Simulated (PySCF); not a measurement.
1-bromo-3-fluoropropa-1,2-diene (C3H2BrF), SMILES C(=C=CBr)F. Atoms are numbered in the order given.

```xyz
7

F     -3.1660     0.3731    -0.9460
C     -2.4152    -0.4396    -0.1923
C     -1.1239    -0.5915    -0.3626
C      0.1608    -0.7696    -0.4881
Br     1.4611     0.2840     0.4380
H     -2.9958    -0.9663     0.5731
H      0.6193    -1.5275    -1.1294
```

Coordinates come from a B3LYP-D3(BJ)/def2-SVP optimisation.

All values below come from r2SCAN/def2-TZVP (PySCF).

ESP charges are fitted to the potential on shells at 1.4 to 2.0 van der Waals radii. Atomic charges (e):

| atom | Mulliken | ESP fit | IAO |
|---|---|---|---|
| F1 | -0.18 | -0.08 | -0.25 |
| C2 | 0.07 | -0.09 | 0.14 |
| C3 | 0.00 | 0.08 | -0.07 |
| C4 | -0.15 | -0.28 | -0.21 |
| Br5 | -0.04 | -0.02 | 0.02 |
| H6 | 0.14 | 0.17 | 0.17 |
| H7 | 0.17 | 0.23 | 0.19 |

**Question.** Give the Mayer and Wiberg (Löwdin basis) orders of the bonds. (Estimate from the structure and the level; the computed values follow.)

**Answer.** 
```tsv
bond	Mayer	Wiberg
F1–C2	1.07	1.76
C2–C3	1.81	2.04
C3–C4	1.93	2.13
C4–Br5	1.10	1.59
C2–H6	0.97	0.85
C4–H7	0.92	0.85
```
